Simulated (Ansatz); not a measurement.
Two isomers of C5H9B: A = `CBCC#CC`, B = `C=CCC1BC1`.

Isolated molecules relaxed with PBE0-D4/def2-TZVP in Ansatz; ΔE leaves out vibrations. CCSD(T)/CBS adds triple-zeta CCSD(T) − MP2 to the extrapolated MP2 energy (def2 sets, frozen cores). Functionals use def2-TZVPP. B3LYP here is the variant with VWN-RPA as its local correlation; programs differ in this. Each species was taken in one conformer, which may not be the lowest.

**Question.** Which isomer does CCSD(T)/CBS put lower? Give the gap. (Best estimate.)

**Answer.** Ansatz gave: A, by 17.5 kcal/mol.

**Question.** Give E(B) − E(A) in kcal/mol with CCSD(T)/def2-TZVPP, PBE0-D4, CCSD/def2-TZVPP, PBE-D4, B3LYP-D4, HF/def2-TZVPP, B2PLYP. (Estimate.)

**Answer.** Computed: CCSD(T)/def2-TZVPP 17.8, PBE0-D4 15.5, CCSD/def2-TZVPP 17.3, PBE-D4 17.0, B3LYP-D4 18.4, HF/def2-TZVPP 18.5, B2PLYP 20.0. None reverses the order clearly.

Largest T1 diagnostic: 0.011.

From PBE to PBE0 (25 % exact exchange), in def2-TZVPP and without D4, E(B) − E(A) moves by −1.7 kcal/mol. The D4 term adds −1.2 kcal/mol with B3LYP and −0.6 kcal/mol with PBE0; it sums over pairs of atoms, weighted by their polarisabilities, and B3LYP, whose exchange is more repulsive, gets the larger term.
